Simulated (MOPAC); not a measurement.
MOPAC input (PM6):

```
PM6 1SCF GEO-OK AUX(PRECISION=9) THREADS=1
CF2

F    -1.02012856 1   -0.25279695 1    0.03047619 1
C    -0.03126398 1    0.59606588 1    0.00107136 1
F     1.04097121 1   -0.14458031 1   -0.03119043 1
```

Q: What heat of formation does the run end on, and which ionisation energy by Koopmans theorem?

A: -63.00 kcal/mol; 12.32 eV.
